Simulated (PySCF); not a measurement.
An unknown shows these calculated signals:

1H NMR (300 MHz, computed): δ 7.24 (dd, J = 9.0, 8.1 Hz, 2H), 6.70 (t, J = 8.1 Hz, 1H), 6.41 (d, J = 9.0 Hz, 2H), 2.93 (br s, 1H), 2.76 (s, 3H).

13C{1H} NMR (computed): δ 152.0 (C), 135.0 (CH), 120.8 (CH), 114.1 (CH), 30.1 (CH3).

Equivalent nuclei averaged, no solvent, relativity neglected, one computed conformer. Spin–spin couplings from B3LYP/pcJ-1 (spin–dipole term only in couplings to heteroatoms); geometry: PBE0-D3(BJ)/def2-SVP; σ from GIAO-PBE0/pcSseg-1; PySCF.

References, each an isolated molecule treated in the same way: TMS for 1H and 13C.

**Question.** Which of these does the molecule contain: a nitrile, a CF3 group, a tert-butyl group, a benzene ring, an NH or NH2 group, an N-methyl group?

**Answer.** 
- A nitrile: no.
- A CF3 group: no.
- A tert-butyl group: no.
- A benzene ring: yes.
- An NH or NH2 group: yes (δH 2.93 (br s)).
- An N-methyl group: yes (δC 30.1; δH 2.76 (s)).

The data belong to N-Methylaniline, C₇H₉N; they needn't prove each group on their own.

Carbon signals by region: 4 in the sp2 and nitrile region (100–160 ppm), 1 below 50 ppm.

OH/NH shifts are gas-phase values; hydrogen bonding in solution moves them, usually downfield. Multiplet labels drop couplings under 1 Hz and merge nearly equal ones. Couplings among chemically equivalent protons are left out too, so labels in AA′BB′ or AA′XX′ sets are apparent multiplicities. Unscaled 3J(H,H) at this level run about 10 % above measured values. Shifts are as computed. Against solution values, carbons near 30 ppm lie about +2 ppm off and those near 130 ppm about +5 ppm. Of 1211 compounds with measured shifts, 218 miss one by over three times the rms of a fit or turn the order of signals round; such compounds aren't used in these exercises. Couplings to exchangeable protons are dropped.
